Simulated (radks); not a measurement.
Q: The silicon ion Si2+, [Ne] 3s2. All-electron calculation, non-relativistic Kohn-Sham, exchange-only PBE, spin-polarised, spherical densities, point nucleus. Program: a radial shooting solver on a logarithmic mesh with Libxc functionals. Every spin shell is full or empty, so the densities are truly spherical. Functionals are evaluated on that one density, not self-consistently. Rank these orbital-free kinetic functionals by their error against the exact value of the orbitals, and give that value: Thomas-Fermi, von Weizsacker, TF + vW, TF + vW/9, TF + vW/5, LC94, APBEK, revAPBEK, Perdew 92, Pearson, LKT, PG1, DePristo-Kress, Ernzerhof.

A: Exact: 287.897 hartree. From best to worst, with 100 (|E| - |E exact|)/|E exact| (equal figures are ties): DePristo-Kress +0.02, LC94 +0.16, Ernzerhof +0.18, APBEK +0.29, Perdew 92 -0.50, TF + vW/9 -0.51, revAPBEK +0.68, Pearson -1.73, TF + vW/5 +5.14, Thomas-Fermi -7.57, PG1 +26.38, LKT +32.42, von Weizsacker -36.44, TF + vW +55.99.
